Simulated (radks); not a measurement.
Isoelectronic series with 13 electrons, each ion in its NIST ground configuration. All-electron calculation, scalar-relativistic Kohn-Sham, PBE, spin-polarised, spherical densities, point nucleus; open shells are filled with parallel spins first (spin-orbit coupling, left out, can overturn this in heavy ions). Program: a radial shooting solver on a logarithmic mesh with Libxc functionals. Total energies (hartree) and mean radii <r> (bohr) (* marks an orbital that is empty in some or all of the ions):

ion    configuration  E (hartree)  3p down*   3p up  3s down   3s up  2p down
Al      [Ne] 3s2 3p1   -242.69177     3.471   3.402    2.535   2.549   0.6035
Ar5+    [Ne] 3s2 3p1   -521.21619     1.285   1.280    1.220   1.218   0.3738
V10+    [Ne] 3s2 3p1   -910.47523    0.8310  0.8292   0.8252  0.8238   0.2710
Ni15+   [Ne] 3s2 3p1  -1411.73503    0.6178  0.6169   0.6256  0.6246   0.2124
As20+   [Ne] 3s2 3p1  -2026.86827    0.4922  0.4917   0.5036  0.5029   0.1744
Sr25+   [Ne] 3s2 3p1  -2758.25798    0.4090  0.4086   0.4208  0.4203   0.1478
Tc30+   [Ne] 3s2 3p1  -3608.82348    0.3496  0.3493   0.3607  0.3604   0.1280
Cd35+   [Ne] 3s2 3p1  -4582.07595    0.3049  0.3047   0.3151  0.3148   0.1128
I40+    [Ne] 3s2 3p1  -5682.19632    0.2701  0.2700   0.2790  0.2788   0.1006
Ce45+   [Ne] 3s2 3p1   -6914.1380    0.2422  0.2421   0.2498  0.2496  0.09069
Eu50+   [Ne] 3s2 3p1   -8283.7617    0.2192  0.2191   0.2255  0.2254  0.08242
Er55+   [Ne] 3s2 3p1   -9798.0130    0.2000  0.1999   0.2050  0.2049  0.07543
Ta60+   [Ne] 3s2 3p1  -11465.1596    0.1836  0.1836   0.1874  0.1873  0.06942
Pt65+   [Ne] 3s2 3p1  -13295.1136    0.1695  0.1695   0.1721  0.1720  0.06419
